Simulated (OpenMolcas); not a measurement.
**2s² 2p along the 5-electron sequence**

```json
{
  "Program": "OpenMolcas",
  "Method": "CASSCF",
  "Basis": "ANO-R2",
  "Scalar Hamiltonian": "X2C, finite nucleus",
  "Spin-orbit coupling": "RASSI with atomic mean-field integrals over the reference wave functions, term energies averaged over their components"
}
```

Active space for each ion: 1 electron in 3 orbitals (2p).

Computed levels in cm-1 above ²P°_1/2:

| Level | N2+ | O3+ | F4+ | Ne5+ |
| --- | --- | --- | --- | --- |
| ²P°_3/2 | 173 | 383 | 740 | 1301 |
| weight of ²P° in the lowest level (%) | 100 | 100 | 100 | 100 |

Measured, with the error of the calculation in %. Measured levels: N2+ from Moore, Selected Tables of Atomic Spectra, NSRDS-NBS 3, section 5; O3+ from Moore, Selected Tables of Atomic Spectra, NSRDS-NBS 3, section 10; F4+ from Moore, Atomic Energy Levels, vol. I, NSRDS-NBS 35 (1971 reprint of NBS Circular 467, 1949); Ne5+ from NIST levels in Podobedova, Fuhr, Reader and Wiese, J. Phys. Chem. Ref. Data 33, 525 (2004).

```
  Level         N2+         O3+         F4+         Ne5+
²P°_3/2  174 (-1.0)  386 (-0.7)  746 (-0.8)  1310 (-0.7)
```

The fine-structure level ²P°_3/2 changes by a factor of 7.52 from N2+ to Ne5+. Its fourth root runs 3.63, 4.42, 5.22, 6.01, with steps per unit of Z of 0.80, 0.79, 0.79; equal steps would mean a (Z - σ)^4 law with constant σ.

With one active electron the reference holds no correlation, so core polarisation is missing. Computed and measured levels are paired by configuration, term and J; levels that our copy of the source lacks, or whose pairing is in doubt (as where it misses far off the trend of its configuration), stay unpaired and out of the deviations. Levels of configurations outside the active space are missing.

° marks odd parity.
